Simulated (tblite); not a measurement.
Start geometry of `C[C@@H](S)c1c[n-]nc1F` from a force field or distance geometry (Å):
```
atom  x, y, z in Å
C1    -1.6582   -0.2477    0.7971
C2    -0.7015   -0.6542   -0.3146
S3    -1.3673   -0.1980   -1.9308
C4     0.6551   -0.0903   -0.1214
C5     1.8769   -0.7400   -0.1122
N6     2.9076    0.0793    0.1277
N7     2.3894    1.3186    0.2919
C8     1.0729    1.1905    0.1479
F9     0.2218    2.2186    0.2405
H10   -1.8494    0.8354    0.8192
H11   -2.6382   -0.7463    0.6784
H12   -1.2780   -0.5277    1.7845
H13   -0.6260   -1.7510   -0.2855
H14   -1.0514    1.1061   -1.8529
H15    2.0418   -1.7853   -0.2917
```

Task: What comes out of this run: GFN2-xTB geometry optimisation, gas phase in tblite 0.8.0?

Result: 
```
atom  x, y, z in Å
C1    -1.6667   -0.2420    0.8053
C2    -0.6840   -0.6790   -0.2719
S3    -1.4228   -0.2110   -1.9420
C4     0.6630   -0.1161   -0.0994
C5     1.9087   -0.7591   -0.1121
N6     2.8913    0.1006    0.1253
N7     2.3638    1.3267    0.2852
C8     1.0592    1.2026    0.1524
F9     0.2248    2.2864    0.2499
H10   -1.7356    0.8436    0.8305
H11   -2.6600   -0.6524    0.6210
H12   -1.3140   -0.5870    1.7776
H13   -0.6395   -1.7710   -0.3345
H14   -1.1051    1.0726   -1.8400
H15    2.1123   -1.8069   -0.2692
```

The energy falls by 0.168 eV over 38 L-BFGS steps, the largest force on an atom goes from 1.44 to 0.009 eV/Å, and the atoms move by 0.063 Å rms after alignment. The bond that changes most is C2–S3 (sp3 carbon bound to sulfur to thiol sulfur), which lengthens by 0.079 Å. Bonds longer at the end by more than 0.005 Å: 5 of 15; shorter: 8. Among the angles that change most is S3–C2–H13, from 107.5° to 102.3°. Rotational constants go from 2327, 1021, 917.4 to 2261, 1006, 897.1 MHz. The orientation of the end geometry is arbitrary; only internal coordinates are fixed.

Hardware: Arm Neoverse N1, one thread, shared host. Cost: 0.39 s of wall time.

Its GFN2-xTB frequencies are all real (lowest 38 cm⁻¹). 3 starts were optimised and ended at 0.00, 3.81 and 4.14 kcal/mol (GFN2-xTB); the lowest of these is shown.

One conformer stands for the species.

All values are computed, not measured.
